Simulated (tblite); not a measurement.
Species: C4H12OSSi3.
Z-matrix (Å and degrees, GFN2-xTB geometry), rows numbered from 1:
```
Si
Si  1  2.2949
O   2  1.6436  1  101.34
C   3  1.3456  2  127.11  1  -177.83
C   4  1.4919  3  133.13  2   -27.51
C   4  1.4926  3  135.69  2    62.03
C   4  1.4870  3  129.30  2   148.00
S   7  1.8019  4  118.39  6   107.38
Si  8  2.1498  7  101.49  4    46.44
H   1  1.4673  2  113.36  3    87.22
H   1  1.4670  2  115.55  3   -35.78
H   1  1.4661  2  108.02  3  -155.65
H   2  1.4730  1  117.18  3   116.50
H   2  1.4729  1  117.40  3  -118.30
H   5  1.0828  4  116.72  6  -107.49
H   5  1.0854  4  119.42  6   108.72
H   6  1.0669  4  135.83  5   121.75
H   7  1.0871  4  120.59  6  -109.08
H   9  1.4546  8  107.57  7    30.20
H   9  1.4566  8  102.08  7   147.33
H   9  1.4564  8  109.99  7   -94.56
```

Calculated harmonic vibrations of the isolated species, GFN2-xTB (tblite), most abundant isotopes, no scaling. The method is semi-empirical: single wavenumbers can be off by several per cent or more. Modes of hydrogen on silicon can be 10 to 20 % off. One conformer, not necessarily the lowest.

Harmonic wavenumbers (cm⁻¹): 30.0, 34.2, 67.3, 88.5, 93.6, 105.8, 159.9, 179.5, 222.8, 243.5, 373.7, 381.7, 409.0, 444.0, 469.9, 489.2, 499.8, 512.4, 538.5, 568.4, 620.4, 636.9, 707.7, 731.6, 758.0, 777.8, 791.9, 794.7, 801.8, 807.5, 817.6, 848.1, 863.0, 886.3, 919.2, 974.0, 1022.7, 1037.3, 1080.2, 1095.4, 1187.9, 1204.0, 1290.7, 1444.3, 1540.0, 2139.8, 2183.6, 2223.5, 2228.7, 2239.0, 2314.2, 2328.4, 2336.3, 2954.0, 3000.1, 3056.8, 3196.4.

A = 1119, B = 629.8, C = 432.2 MHz; mass 191.992 u (most abundant isotopes); point group C1, symmetry number 1.

**Question.** What is the zero-point energy?

**Answer.** ½Σν̃ = 29876 cm⁻¹ = 85.42 kcal/mol.

**Question.** Entropy at 500 K, 1 bar (ideal gas, RRHO, classical rotation)?

**Answer.** Translation 44.26, rotation 32.88, vibration 75.20: S = 152.3 cal/(mol K).

**Question.** And Cp and H(500 K) − H(0)?

**Answer.** Cp = 73.87 cal/(mol K), of which vibrations give 65.92 (their classical limit is 57 R = 113.3); H(500 K) − H(0) = 22.30 kcal/mol without the zero-point energy, 18.33 from vibrations.

**Question.** What must be added to the electronic energy to get the Gibbs energy at 500 K and 1 bar?

**Answer.** ZPE + [H(500 K) − H(0)] − T·S = 85.42 + 22.30 − 76.17 = 31.55 kcal/mol.

**Question.** Which modes carry the vibrational entropy at 500 K?

**Answer.** 30.0 cm⁻¹: 6.86; 34.2 cm⁻¹: 6.60; 67.3 cm⁻¹: 5.25; 88.5 cm⁻¹: 4.71; 93.6 cm⁻¹: 4.60; 105.8 cm⁻¹: 4.36 cal/(mol K); the other 51 give 42.83 together.

**Question.** Blend soft modes into free rotors: weight 1/[1 + (100 cm⁻¹/ν̃)⁴] for the oscillator and the rest for a rotor with moment μB/(μ + B), μ = h/(8π²ν), B = 10⁻⁴⁴ kg m². What vibrational entropy results?

**Answer.** 67.54 cal/(mol K) in place of 75.20, which changes −T·S at 500 K by +3.83 kcal/mol.

**Question.** How do the functions run with temperature in this model?

**Answer.** 
```json
{"T (K)": "100", "S (cal/(mol K))": "80.2", "Cp (cal/(mol K))": "24.3", "H − H(0) (kcal/mol)": "1.67", "G − H(0) (kcal/mol)": "-6.36", "ln q(vib)": "3.62"}
{"T (K)": "200", "S (cal/(mol K))": "101.3", "Cp (cal/(mol K))": "38.7", "H − H(0) (kcal/mol)": "4.79", "G − H(0) (kcal/mol)": "-15.48", "ln q(vib)": "7.79"}
{"T (K)": "300", "S (cal/(mol K))": "119.9", "Cp (cal/(mol K))": "53.2", "H − H(0) (kcal/mol)": "9.41", "G − H(0) (kcal/mol)": "-26.55", "ln q(vib)": "11.76"}
{"T (K)": "800", "S (cal/(mol K))": "191.2", "Cp (cal/(mol K))": "91.2", "H − H(0) (kcal/mol)": "47.33", "G − H(0) (kcal/mol)": "-105.65", "ln q(vib)": "29.76"}
{"T (K)": "1000", "S (cal/(mol K))": "212.4", "Cp (cal/(mol K))": "98.4", "H − H(0) (kcal/mol)": "66.33", "G − H(0) (kcal/mol)": "-146.07", "ln q(vib)": "35.92"}
```

q(vib) and H(0) count from the zero-point level.

Hindered rotation and anharmonicity are outside this model. Other conformers, if any are populated, would add a mixing term that is left out. The structure is chiral; the term R ln 2 for an equal mix with its mirror image is left out.
